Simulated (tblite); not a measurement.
C₃H₃F₂Si (doublet state).
Bonds: F1–C2, C2–F3, C2–C4, C4–C5 (triple), C5–Si6. Hydrogens: H7 on C2; H8, H9 on Si6.
Bond orders are those of one Lewis drawing.

Computed with GFN2-xTB (tblite), gas phase: L-BFGS steps from a force-field or distance-geometry start until the largest atomic force falls under 0.01 eV/Å.

Step 27: E = -517.4832 eV
```
atom  x, y, z in Å  |  force x, y, z in eV/Å
F1     -2.5492    0.1128   -0.8403    0.001   0.056   0.013
C2     -1.8874    0.2509    0.3467    0.027  -0.028   0.009
F3     -2.1199    1.5221    0.7717   -0.007  -0.025  -0.036
C4     -0.4661   -0.0014    0.1939   -0.049   0.019  -0.014
C5      0.7103   -0.1452   -0.0712    0.047  -0.004  -0.009
Si6     2.4897   -0.4449   -0.2458   -0.040   0.007   0.027
H7     -2.3737   -0.4338    1.0648    0.020  -0.017   0.019
H8      3.3504    0.7152   -0.1684   -0.001   0.021  -0.004
H9      2.8594   -1.5697   -1.0766    0.001  -0.029  -0.005
```

Step 28: E = -517.4836 eV
```
atom  x, y, z in Å  |  force x, y, z in eV/Å
F1     -2.5569    0.1175   -0.8378   -0.002   0.049   0.014
C2     -1.8890    0.2510    0.3461    0.045  -0.023   0.007
F3     -2.1204    1.5202    0.7770   -0.019  -0.023  -0.026
C4     -0.4678    0.0033    0.1857   -0.067   0.004  -0.006
C5      0.7087   -0.1445   -0.0758    0.080  -0.003  -0.019
Si6     2.4883   -0.4415   -0.2514   -0.040   0.008   0.034
H7     -2.3689   -0.4387    1.0645    0.017  -0.005   0.009
H8      3.3543    0.7143   -0.1674   -0.009   0.018  -0.007
H9      2.8652   -1.5756   -1.0661   -0.004  -0.026  -0.006
```

**Question.** Estimate the geometry and energy of step 29. (The exact step hangs on the optimiser's Hessian estimate; all steps are aligned on step 28, rigid shifts and turns removed.)

**Answer.** E = -517.4840 eV, largest force 0.073 eV/Å
```
atom  x, y, z in Å  |  force x, y, z in eV/Å
F1     -2.5647    0.1231   -0.8351   -0.003   0.031   0.010
C2     -1.8898    0.2508    0.3453    0.040  -0.009   0.002
F3     -2.1214    1.5179    0.7813   -0.024  -0.012  -0.006
C4     -0.4692    0.0083    0.1764   -0.049  -0.017  -0.001
C5      0.7083   -0.1450   -0.0779    0.068   0.005  -0.026
Si6     2.4874   -0.4392   -0.2547   -0.022   0.002   0.033
H7     -2.3629   -0.4435    1.0641    0.014   0.004  -0.002
H8      3.3566    0.7142   -0.1675   -0.017   0.014  -0.010
H9      2.8693   -1.5806   -1.0570   -0.009  -0.018  -0.001
```

The energy changes by -0.0004 eV. The first-order estimate −F·Δx gives -0.0005 eV and the mean of the old and new forces, exact on a quadratic surface, -0.0004 eV. The step makes an angle of 80° with the force vector and moves no atom by more than 0.011 Å.

What follows is the cost of the whole relaxation. Hardware: Arm Neoverse V2, one thread, shared host. Cost: 0.26 s.
